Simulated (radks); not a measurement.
The argon ion Ar2+, configuration [Ne] 3s2 3p4.

Calculated with a radial shooting solver on a logarithmic mesh with Libxc functionals: Dirac Kohn-Sham, LDA (Slater exchange, Perdew-Wang correlation), spin-unpolarised, spherical densities, point nucleus; open shells fill j = l - 1/2 first.

Energy parts (hartree):
total: -526.16716
kinetic: 529.04447
electron-nucleus: -1241.07641
Hartree: 214.34172
exchange-correlation: -28.47694

Orbitals (lengths in bohr, moments of r in powers of bohr; <r^-3> diverges for s and p1/2; r(max) is where P^2 peaks):
| orbital | occ. | eigenvalue (hartree) | r(max) | <r^-3> | small-component weight |
|---|---|---|---|---|---|
| 1s1/2 | 2 | -115.4207 | 0.05620 | - | 4.10e-03 |
| 2s1/2 | 2 | -11.97426 | 0.3394 | - | 6.58e-04 |
| 2p1/2 | 2 | -9.60419 | 0.2791 | - | 6.40e-04 |
| 2p3/2 | 4 | -9.52206 | 0.2810 | 125.4 | 6.35e-04 |
| 3s1/2 | 2 | -1.85368 | 1.147 | - | 1.24e-04 |
| 3p1/2 | 2 | -1.30922 | 1.222 | - | 1.03e-04 |
| 3p3/2 | 2 | -1.30086 | 1.228 | 12.84 | 1.02e-04 |
| 3d3/2 | 0 | -0.54650 | 1.484 | 0.7050 | 5.22e-05 |
| 3d5/2 | 0 | -0.54606 | 1.485 | 0.7013 | 5.21e-05 |
| 4s1/2 | 0 | -0.48221 | 3.167 | - | 2.81e-05 |

The highest occupied level is 3p3/2 at -35.398 eV. Summed over all electrons, <r^2> = 15.63 bohr^2, which gives a Langevin (diamagnetic) susceptibility term of -12.4 x 10^-6 cm^3/mol. For comparison, the ionisation energy in NIST's Atomic Spectra Database is 40.74 eV (semi-empirical). In exact Kohn-Sham theory the highest level is minus the ionisation energy, but local and semilocal functionals leave it too shallow, through self-interaction and a potential that decays too fast; potentials with the right tail come closer. The density falls to 0.001 e/bohr^3 at r = 3.19 bohr.

Beside tabulated values, note that spin-unpolarised runs miss the spin-polarisation part of the exchange energy of open shells.
